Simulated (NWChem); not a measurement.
Species: ZnH cation; SMILES [ZnH+]

```xyz
2

Zn     0.0000     0.0000     0.0628
H      0.0000     0.0000    -1.4713
```
Atoms are numbered in this order, from 1.

Structure relaxed at the PBE0/def2-SVP level.

Problem. List the 4 lowest vertical singlet excitations from LDA (Slater exchange, VWN5)/def2-SVPD, full TDDFT (NWChem).

Solution. 
```json
[
 {"state": "S1", "energy (eV)": "6.15", "oscillator strength": "0.265", "leading excitation (squared amplitude)": "HOMO → LUMO (0.96)"},
 {"state": "S2", "energy (eV)": "8.73", "oscillator strength": "0.170", "leading excitation (squared amplitude)": "HOMO → LUMO+1 (0.54)"},
 {"state": "S3", "energy (eV)": "8.73", "oscillator strength": "0.170", "leading excitation (squared amplitude)": "HOMO → LUMO+2 (0.54)"},
 {"state": "S4", "energy (eV)": "8.78", "oscillator strength": "0.000", "leading excitation (squared amplitude)": "HOMO−1 → LUMO (1.00)"}
]
```
